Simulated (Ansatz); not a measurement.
A displaced shape of singlet H3(+):

```xyz
3

H     0.4889   -0.0161    0.0336
H    -0.2174    0.4288    0.0058
H    -0.2279   -0.4709    0.0324
```

It was optimised with HF/def2-SVP in Ansatz (development build ahead of 0.2.0) to forces under 0.001 eV/Å, with restricted orbitals. Each step stands on the lowest determinant of that kind that the program's search found.

Q: What shape does it relax to, and how does the optimisation go?

A:

```xyz
3

H     0.5267   -0.0206    0.0346
H    -0.2402    0.4246    0.0055
H    -0.2429   -0.4622    0.0318
```

Bond lengths: .

```csv
step,E − E(start) (eV),largest force (eV/Å)
1,0.0000,1.5600
2,-0.0420,0.1984
3,-0.0428,0.0074
4,-0.0428,0.0001
```

The optimisation ended after 4 steps with its threshold met.
